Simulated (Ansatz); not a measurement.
A structure relaxed at PBE0-D4/def2-TZVP, charge 0, multiplicity 1:

```xyz
7

B    -0.7871    0.8766   -0.3331
Si    0.6501   -0.4113    0.1833
F     1.2536   -0.1533    1.6375
Cl   -0.4156   -2.1724    0.2232
H    -1.0612    1.0327   -1.4850
H    -1.4462    1.4272    0.4954
H     1.8065   -0.5995   -0.7213
```

Task: Give its formula and SMILES.

Result: BClFH3Si, `B[SiH](F)Cl`.

Task: Summarise the bond lengths by kind.

Result: 1 × B–Si 1.998 Å; 2 × B–H 1.193 to 1.194 Å; 1 × F–Si 1.595 Å; 1 × Cl–Si 2.059 Å; 1 × H–Si 1.480 Å.

Program: Ansatz 0.2.0.
